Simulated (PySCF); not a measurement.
Working with the constants of PbN⁺

ROHF-CCSD(T) constants of PbN⁺, ³Σ⁻ (triplet), unpaired electrons π ↑↑ (Pb def2-SVP with ECP60, N def2-SVP; scalar-relativistic core potentials (PySCF 2.14); masses 207.9766 and 14.0031 u):

* ωe: 412.4 cm⁻¹
* ωexe: 4.95 cm⁻¹
* Be: 0.24352 cm⁻¹
* αe: 0.00273 cm⁻¹
* D (centrifugal): 3.4e-07 cm⁻¹

Problem. Give the vibrational terms G(v) and spacings up to v = 6.

Solution. G(v) = ωe(v+½) − ωexe(v+½)².

```tsv
v	G(v) (cm⁻¹)	G(v) − G(v−1)	Bv (cm⁻¹)
0	205.0		0.2422
1	607.5	402.5	0.2394
2	1000.1	392.6	0.2367
3	1382.8	382.7	0.2340
4	1755.6	372.8	0.2312
5	2118.5	362.9	0.2285
6	2471.5	353.0	0.2258
```

Correlated steps freeze 5 core orbitals. These are scalar-relativistic numbers at best; spin–orbit coupling would shift them, the dissociation energy most. The state was picked by a PBE0 search and need not be the measured ground state.
